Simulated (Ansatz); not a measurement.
HgN, multiplicity 4 (lowest of 2S+1 = 2, 4 at CCSD(T)/def2-TZVPP on PBE0 minima; our sources give no spin for the ground state, which may be another), most abundant isotopes (201.9706 and 14.0031 u). Constants from fifth-degree fits in 1/R to seven points on the lowest solution found; no spin–orbit coupling, no relativity up to Kr; ω_e x_e and α_e move by some per cent with the fit.

Correlated levels freeze the inner cores; with def2 sets outer-core shells near the valence are correlated too. CBS(a, b) extrapolates the correlation energy as X⁻³ and adds the Hartree–Fock energy of set b.

The values were computed with Ansatz (a program for electronic structure) with Gaussian orbitals.  In def2 rows elements past Kr take small-core potentials, without spin–orbit coupling.

| level | r_e (Å) | ω_e (cm⁻¹) | ω_e x_e (cm⁻¹) | α_e (cm⁻¹) |
|---|---|---|---|---|
| CCSD(T)/CBS(def2-TZVPP, def2-QZVPP) | 3.5908 | 37.1 | 1.78 | 0.00623 |

Problem. Derive the rotational constants, the centrifugal constant, the fundamental, the zero-point energy and the force constant.

Solution. 
μ = 13.09516 u.
- CCSD(T)/CBS(def2-TZVPP, def2-QZVPP): B_e = 16.8576/(μ r_e²) = 0.099840 cm⁻¹; B₀ = B_e − α_e/2 = 0.096727 cm⁻¹; D = 4B_e³/ω_e² = 2.90e-06 cm⁻¹; fundamental ω_e − 2ω_e x_e = 33 cm⁻¹; zero-point energy ω_e/2 − ω_e x_e/4 = 18 cm⁻¹; k = μ(2πcω_e)² = 1.06 N/m
